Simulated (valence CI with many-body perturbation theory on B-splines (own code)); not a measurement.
Which ion has this spectrum?

A relativistic CI+MBPT calculation for an atom or ion with 32 electrons gives these levels (cm⁻¹):

```
J  Parity        E     g
0    even        0      
1    even   385906  1.50
2    even   414793  1.19
2    even   822472  1.31
0    even   886190      
2     odd  1001502  1.62
1     odd  1100949  1.01
2     odd  1354630  1.52
2     odd  1390482  0.82
3     odd  1411895  1.32
0     odd  1474948      
1     odd  1486674  1.15
1     odd  1531112  1.25
2     odd  1533568  1.03
```

The energies are calculated, and their last digits are not significant.

(1) Which is it?
A. Dy34+
B. Tb33+
C. Er36+
D. Eu31+

Results:

(1) A. Dy34+, ground level (4s^2 4p1/2^2) J=0.
